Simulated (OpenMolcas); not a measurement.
# Cd: effect of correlating more closed shells

* Program: OpenMolcas
* Basis: ANO-RCC-VTZP [7s6p4d2f1g]
* Scalar Hamiltonian: DKH2, point nucleus
* Active space: 2 electrons in 4 orbitals (5s 5p)
* State averaging: 2S+1 = 3 even, 3 roots; 2S+1 = 1 even, 1 root; 2S+1 = 3 odd, 3 roots; 2S+1 = 1 odd, 3 roots
* Spin-orbit coupling: RASSI with atomic mean-field integrals over the reference wave functions, term energies averaged over their components

Methods on the same reference wave functions:
A. CASSCF
B. SS-CASPT2, IPEA 0.25 Eh, imaginary shift 0.1 Eh (closed shells correlated: none)
C. SS-CASPT2, IPEA 0.25 Eh, imaginary shift 0.1 Eh (closed shells correlated: 4d)
D. SS-CASPT2, IPEA 0.25 Eh, imaginary shift 0.1 Eh (closed shells correlated: 4s 4p 4d)

Energies in cm-1 above 5s2 1S0, the measured ground level; measured values from NIST Handbook of Basic Atomic Spectroscopic Data.

```
      Level      A      B      C      D  Measured
    5s2 1S0    0.0    0.0    0.0    0.0       0.0
5s 5p 3P* 0  26092  25915  29611  30117     30114
5s 5p 3P* 1  26553  26375  30069  30575     30656
5s 5p 3P* 2  27510  27333  31029  31535     31827
5s 5p 1P* 1  46221  44490  45551  45941     43692
```

Deviations, from unrounded energies. A percentage is the sum of absolute deviations over the sum of measured energies, with the sign that they share, or ± where signs differ.

```
           Against measurement  Levels      A      B     C     D
mean absolute deviation (cm-1)       4   3700   3400   940   660
      other configurations (%)       4  ±11.0  ±10.1  ±2.7  ±1.9
```

D lies closest to measurement on these levels and A furthest from it. The largest miss of D in the table is 5s 5p 1P* 1, by +2200 cm-1. The ranking rests on the paired levels alone, and a cruder setting can come out closer through cancelling errors.

Among B to D the level of the table that moves most is 5s 5p 3P* 0, by 4200 cm-1 (lowest in B, highest in D).

The lowest spin-free term lies below A's lowest term by 0.002 hartree in B, 0.347 hartree in C, 0.567 hartree in D.

What an inner shell adds also hangs on whether the basis holds functions to correlate it.

Without dynamic correlation excited terms often stand tens of per cent too high (terms of higher spin than the ground term too low), and those without a measured partner can miss by more than the paired ones (holds for A). Computed and measured levels are paired by configuration, term and J; levels that our copy of the source lacks, or whose pairing is in doubt (as where it misses far off the trend of its configuration), stay unpaired and out of the deviations. Levels of configurations outside the active space are missing. The table leaves out levels that lie high or whose names do not pair safely across all columns.

* marks odd parity.
